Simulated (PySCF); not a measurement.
## Electron correlation in P⁺ (phosphorus, charge +1)

[Ne] 3s2 3p2, high-spin 3P determinant. Calculation: PySCF 2.14, in def2-TZVP (5s5p2d1f, 37 functions); no relativity, point nucleus. Frozen: [Ne]; 4 electrons correlated.

MP2 pair energies summed by pair of shells (mhartree):

```
 pair  energy  share (%)
3s-3p  -37.68       62.1
3s-3s  -16.59       27.4
3p-3p   -6.36       10.5
```

Total MP2 correlation energy: -60.63 mhartree.

Same-spin part -10.21 and opposite-spin part -50.42 mhartree; SCS-MP2 scales them by 1/3 and 6/5 to -63.91 mhartree.

| level | correlation energy (mhartree) |
| --- | --- |
| CCSD | -81.32 |
| (T) | -2.25 |
| CCSD(T) | -83.57 |

Diagnostics: T1 = 0.0097, D1 = 0.0251, largest double amplitude 0.103.

Question: Is a single reference adequate?

Answer: Mostly. T1 lies below 0.03, but a double amplitude of this size points to a near-degeneracy that CCSD handles and MP2 describes poorly.
